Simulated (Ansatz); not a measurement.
A run for Ansatz (a program for electronic structure): U-CCSD(T)/def2-SVP on F2Sn (SMILES [F][Sn][F]), a point of a bond scan (R = 3.409 Å). Elements past Kr take the def2 small-core potentials; no spin–orbit coupling. The run froze 11 orbitals, filled d shells among them.

Ansatz 0.2 input:
```yaml
crystal:
  periodic: [false, false, false]
  atoms:
    - {symbol: Sn, position_ang: [0.02632264, -0.01583816, 0.34295287]}
    - {symbol: F, position_ang: [1.12574427, 2.28420719, -1.92070267]}
    - {symbol: F, position_ang: [-0.80080048, -1.21048367, -0.95472913]}
basis:
  gaussian:
    orbitals: def2-SVP
correlation: {method: ccsd_t, electrons: outside_noble_gas}
scf: {omitted_lower_state_checks: [cluster_reference]}
magnetization: {spin_polarized: true, initial_magnetization: 0}
```

**Question.** What total energy does the run end on?

**Answer.** -412.4321 hartree (reference determinant -412.0099, T1 diagnostic 0.080). Its determinant has ⟨S²⟩ = 0.96, a mixture of spin states.

**Question.** How many basis functions does it have, and what does it roughly cost on one machine?

**Answer.** 54 functions; about 7 core-seconds (a rough figure).
